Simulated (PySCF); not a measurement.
Computed shifts of a molecule C5H10O, PBE/pcSseg-1 in PySCF, GIAO, gas phase, atoms alike by connectivity averaged where their shifts nearly agree, in ppm (number of nuclei): ¹³C: 89.7 (1), 74.2 (1), 40.0 (1), 32.5 (1), 13.3 (1). ¹H: 5.12 (1), 4.96 (1), 4.89 (1), 2.93 (1), 2.44 (1), 1.86 (1), 1.64 (1), 1.27 (3). References: ¹³C against TMS (σ = 182.0 ppm); ¹⁷O against H2O (σ = 334.3 ppm); ¹H against TMS (σ = 31.49 ppm), references at their B3LYP-D3(BJ)/def2-TZVP geometries, non-relativistic. Coordinates come from a B3LYP-D3(BJ)/def2-SVP optimisation. The values are those of a single conformer.

Q: Identify the compound among the candidates.
(A) CC1(C)COC1
(B) CC1(C)CCO1
(C) C=C(C)OCC
(D) CC[C@@H]1CCO1

A: D, CC[C@@H]1CCO1
